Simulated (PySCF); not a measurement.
A structure optimised at PBE-D3(BJ)/def2-SVP, used in a PySCF frequency run:

```
Al
O 1 1.7194
H 2 0.9694 1 125.86
O 1 1.7194 2 124.95 3 -0.23
H 4 0.9694 1 125.86 2 0.23
As 1 2.4241 2 117.48 3 -176.56
H 6 1.5414 1 89.17 2 -45.80
H 6 1.5414 7 91.77 1 89.15
```

Write its SMILES, formula and point group.

[OH][Al]([OH])[AsH2], AlAsH4O2, Cs

What are its rotational constants (standard atomic weights)?

5.9648, 1.6808, 1.3270 GHz
